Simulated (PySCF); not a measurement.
ClH₃O₃Zr, SMILES [OH][Zr]([Cl])([OH])[OH], multiplicity 1. Heavy atoms are numbered as in [Zr:1]([Cl:2])([OH:3])([OH:5])[OH:7]. Hydrogens are named by the atom that carries them.

The structure is a stationary point at B3LYP-D3(BJ)/def2-SVP. The multiplicity is an assumed one; no other spin state was optimised. The structure was generated by enumeration; whether it is a known compound was not checked. The def2 effective core potentials stand for the cores of Zr; spin–orbit coupling is left out. One conformer was computed; it need not be the lowest.

Level of theory: B3LYP/def2-TZVP in PySCF.

ESP charges are fitted to the potential on shells at 1.4 to 2.0 van der Waals radii. Atomic charges (e), one atom of each kind:

| atom | Löwdin | ESP fit |
|---|---|---|
| Zr1 | [?] | 1.33 |
| Cl2 | [?] | -0.36 |
| O3 (OH) | [?] | -0.78 |
| H on O3 | [?] | 0.45 |

### Question
Some entries are withheld; supply them. (The exact figures need the calculation; the answer reports its results.)

### Answer

- Zr1, Löwdin: 0.44
- Cl2, Löwdin: 0.00
- O3 (OH), Löwdin: -0.31
- H on O3, Löwdin: 0.17
